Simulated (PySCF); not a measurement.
**Vertical excitation energies**

C₅H₈SSi.
SMILES: `C(C#CC(=S)C)[SiH3]`

The calculation used TDDFT PBE0/def2-SVPD, vertical, gas phase, core orbitals frozen in the response (PySCF). Geometry: GFN2-xTB; no solvent, vibrations or thermal averaging.

**Question.** List the vertical singlet excitations with oscillator strengths and describe the spectrum.

**Answer.** 

```csv
state,E (eV),ν̃ (cm⁻¹),f,"main configurations (H = HOMO, L = LUMO)"
S1,2.16,17420,0.0001,H→L (100%)
S2,3.97,32020,0.0004,H-2→L (99%)
S3,4.27,34440,0.358,H-1→L (90%)
S4,5.50,44380,0.010,H→L+1 (90%)
S5,5.83,47020,0.156,"H→L+2 (68%), H-3→L (14%)"
S6,6.04,48740,0.082,"H-3→L (67%), H→L+4 (13%)"
S7,6.17,49720,0.055,"H→L+4 (40%), H→L+3 (30%), H→L+2 (12%)"
S8,6.17,49800,0.0003,"H-1→L+2 (46%), H-1→L+1 (46%)"
```

Triplets, Tamm–Dancoff:

| state | E (eV) | λ (nm) | main configurations (H = HOMO, L = LUMO) |
| --- | --- | --- | --- |
| T1 | 1.71 | 725.7 | H→L (99%) |
| T2 | 2.44 | 508.0 | H-1→L (95%) |
| T3 | 3.70 | 334.8 | H-2→L (97%) |

The lowest singlet comes at 574 nm (208 kJ/mol) in the visible; it is dark (f under 0.0005); its leading configuration is HOMO→LUMO (100%). The strongest level in the table is S3 at 4.27 eV (290 nm, f = 0.358). S7/S8 lie within about 0.01 eV of each other. Löwdin shares by element: HOMO sulfur 76%, carbon 19% or more; LUMO carbon 50% or more, sulfur 35%. The listed states span 4.02 eV, and the widest gap between neighbours is 1.81 eV (S1 to S2). Of the 8 states listed, 5 reach f = 0.01 and 3 stay under 0.0005. Weighted by f, the mean energy of these states is 5.04 eV. S1 lies in the visible range (380 to 750 nm), at 574 nm, dark in the vertical dipole picture (f under 0.0005); light of that wavelength is yellow-green, and its complementary colour is violet; a Tamm–Dancoff triplet lies at 726 nm, without intensity as long as spin–orbit coupling is left out. The window holds the lowest 8 singlets.
